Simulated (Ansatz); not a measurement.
(AgH)4 ring (Ag4H4), relaxed as a singlet with RKS PBE0-D4/def2-SVP in Ansatz, starting from the GFN2-xTB geometry. Force threshold 0.02 eV/Å.

In the def2 sets Ag takes a core potential; there is no spin–orbit coupling.

Start:

```xyz
8

Ag    1.454    0.787    1.031
H     1.835    1.548   -0.496
Ag    0.610    0.954   -1.589
H    -0.749    0.142   -2.330
Ag   -1.452   -0.790   -1.033
H    -1.837   -1.547    0.497
Ag   -0.613   -0.951    1.589
H     0.751   -0.143    2.331
```

(1) Estimate the energy that the relaxation releases and the steps that it takes.

(2) Does the start keep its bonding and symmetry?

(3) Predict the relaxed structure.

Results:

(1) 1.6 kcal/mol, in 3 steps; 9 s on 4 threads of Intel Xeon Platinum 8375C on a shared host. No frequencies were taken in this run, so the end may be a saddle point.

(2) By distances, no bond broke or formed. The bond that changes most is H4–Ag5, from 1.75 to 1.79 Å (atoms count from 1). Point group D4h at the start, D4h at the end, both within 0.05 Å.

(3) 
Cartesian coordinates in Å:
```
Ag 1.443 0.783 1.024
H 1.887 1.591 -0.509
Ag 0.606 0.944 -1.577
H -0.771 0.147 -2.395
Ag -1.443 -0.784 -1.024
H -1.888 -1.591 0.510
Ag -0.606 -0.944 1.577
H 0.771 -0.148 2.395
```
Bond lengths (bridged metal pairs left out): 8 × Ag–H 1.79 Å.
